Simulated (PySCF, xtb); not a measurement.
B(NMe2)(OH)(SH) (C₂H₈BNOS), SMILES CN(C)B(O)S. Other conformers were not sampled.

Harmonic wavenumbers (cm⁻¹) from GFN2-xTB run with xtb at its own minimum, in rising order: 98, 140, 165, 194, 203, 273, 304, 375, 413, 424, 467, 588, 781, 864, 986, 1058, 1091, 1094, 1136, 1209, 1222, 1406, 1421, 1462, 1470, 1479, 1485, 1518, 2441, 2927, 2931, 2949, 2956, 3042, 3060, 3647.

**Question.** What does PBE-D3(BJ)/def2-SVP in PySCF give at its own minimum? (An estimate is asked for; the answer gives what the named calculation found.)

**Answer.** 78, 140, 168, 192, 228, 260, 322, 378, 391, 410, 536, 598, 783, 868, 1000, 1051, 1077, 1124, 1133, 1227, 1268, 1377, 1399, 1403, 1418, 1419, 1425, 1525, 2620, 2916, 2923, 2971, 2979, 3068, 3098, 3798. Paired by order, the mean absolute difference is 30 cm⁻¹ and the zero-point energies are 67.6 and 68.0 kcal/mol.
